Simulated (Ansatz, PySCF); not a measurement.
Input for Ansatz (a program for electronic structure):
Ansatz 0.2 input:
```yaml
crystal:
  periodic: [false, false, false]
  atoms:
    - {symbol: C, position_ang: [2.87951788, 0.20566659, 0.42166366]}
    - {symbol: C, position_ang: [1.40826357, 0.10095801, 0.21597349]}
    - {symbol: C, position_ang: [0.71987839, 1.09958188, -0.47152699]}
    - {symbol: C, position_ang: [-0.64445072, 1.01104217, -0.68628767]}
    - {symbol: C, position_ang: [-1.30523065, -0.09810312, -0.20179620]}
    - {symbol: O, position_ang: [-2.75355612, -0.22906971, -0.47044933]}
    - {symbol: C, position_ang: [-0.66932931, -1.10929232, 0.48541880]}
    - {symbol: C, position_ang: [0.69632597, -0.99914869, 0.68833419]}
    - {symbol: H, position_ang: [3.21187229, -0.43385518, 1.23387831]}
    - {symbol: H, position_ang: [3.17135935, 1.23172760, 0.63031576]}
    - {symbol: H, position_ang: [3.39733766, -0.10458254, -0.48607370]}
    - {symbol: H, position_ang: [1.25611675, 1.95835130, -0.84314072]}
    - {symbol: H, position_ang: [-1.16763125, 1.78695379, -1.22369178]}
    - {symbol: H, position_ang: [-3.16875779, 0.65590003, -0.55414266]}
    - {symbol: H, position_ang: [-3.18240640, -0.77713632, 0.22116556]}
    - {symbol: H, position_ang: [-1.21094853, -1.96791192, 0.85156121]}
    - {symbol: H, position_ang: [1.21165585, -1.78111609, 1.22304716]}
basis:
  gaussian:
    orbitals: STO-3G
total_charge: 1
magnetization: {spin_polarized: false}
correlation: {method: ccsd_t, electrons: outside_noble_gas}
accuracy: high
```

Q: Give the equivalent PySCF input.

A: One answer among several that fit: 
```python
from pyscf import gto, scf, cc

mol = gto.M(
    atom='''
C     2.879518    0.205667    0.421664
C     1.408264    0.100958    0.215973
C     0.719878    1.099582   -0.471527
C    -0.644451    1.011042   -0.686288
C    -1.305231   -0.098103   -0.201796
O    -2.753556   -0.229070   -0.470449
C    -0.669329   -1.109292    0.485419
C     0.696326   -0.999149    0.688334
H     3.211872   -0.433855    1.233878
H     3.171359    1.231728    0.630316
H     3.397338   -0.104583   -0.486074
H     1.256117    1.958351   -0.843141
H    -1.167631    1.786954   -1.223692
H    -3.168758    0.655900   -0.554143
H    -3.182406   -0.777136    0.221166
H    -1.210949   -1.967912    0.851561
H     1.211656   -1.781116    1.223047
''',
    basis='sto-3g',
    charge=1,
    spin=0,
    verbose=4,
)

mf = scf.RHF(mol)
mf.kernel()

mycc = cc.CCSD(mf, frozen=8)
mycc.kernel()
et = mycc.ccsd_t()
print('E(CCSD(T)) = %.10f' % (mycc.e_tot + et))
```

Both were run: Ansatz gave -341.245075 Eh and PySCF -341.245075 Eh, 0.000 mEh apart.
